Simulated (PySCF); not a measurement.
C₂B₂O₂, SMILES [O+]#C[B-]#[B-]C#[O+]. Atoms are numbered in the order given.

```xyz
6

O      0.0000     0.0000    -3.3271
C      0.0000     0.0000    -2.1775
B      0.0000     0.0000    -0.7317
B      0.0000     0.0000     0.7317
C      0.0000     0.0000     2.1775
O      0.0000     0.0000     3.3271
```
Charge 0, spin multiplicity 1.

Geometry: PBE0-D3(BJ)/def2-SVP.

All values below come from TDA-PBE/def2-SVPD (PySCF).

Vertical excitations; the highest root listed may be one member of a degenerate set. The molecule is in vacuum. State labels are in the subgroup D2h.

Q: Give excitation energies, oscillator strengths and character. (Estimate from the structure and the level; the computed values follow.)

A: 
```
state  symmetry  energy (eV)  λ (nm)      f                                   main pairs
-----  --------  -----------  ------  -----  -------------------------------------------
S1           Au         1.69     733  0.000           HOMO→LUMO+1 50 %, HOMO−1→LUMO 50 %
S2          B1u         1.86     668  0.000    HOMO−1→LUMO+1, HOMO→LUMO (degenerate set)
S3           Au         1.86     668  0.000    HOMO−1→LUMO, HOMO→LUMO+1 (degenerate set)
S4          B1g         5.02     247  0.000         HOMO→LUMO+2 50 %, HOMO−1→LUMO+3 50 %
S5          B1g         5.16     240  0.000  HOMO−1→LUMO+3, HOMO→LUMO+2 (degenerate set)
S6           Ag         5.16     240  0.000  HOMO−1→LUMO+2, HOMO→LUMO+3 (degenerate set)
S7          B3u         5.86     211  0.060                 HOMO→LUMO+4 (degenerate set)
S8          B2u         5.86     211  0.060               HOMO−1→LUMO+4 (degenerate set)
S9          B3g         6.25     199  0.000               HOMO−2→LUMO+1 (degenerate set)
S10         B2g         6.25     199  0.000                 HOMO−2→LUMO (degenerate set)
T1          B1u         1.05    1179      0           HOMO→LUMO 50 %, HOMO−1→LUMO+1 50 %
T2          B1u         1.27     976      0    HOMO−1→LUMO+1, HOMO→LUMO (degenerate set)
T3           Au         1.27     976      0    HOMO→LUMO+1, HOMO−1→LUMO (degenerate set)
T4           Au         1.69     733      0           HOMO−1→LUMO 50 %, HOMO→LUMO+1 50 %
```
Triplets are in the Tamm–Dancoff approximation.
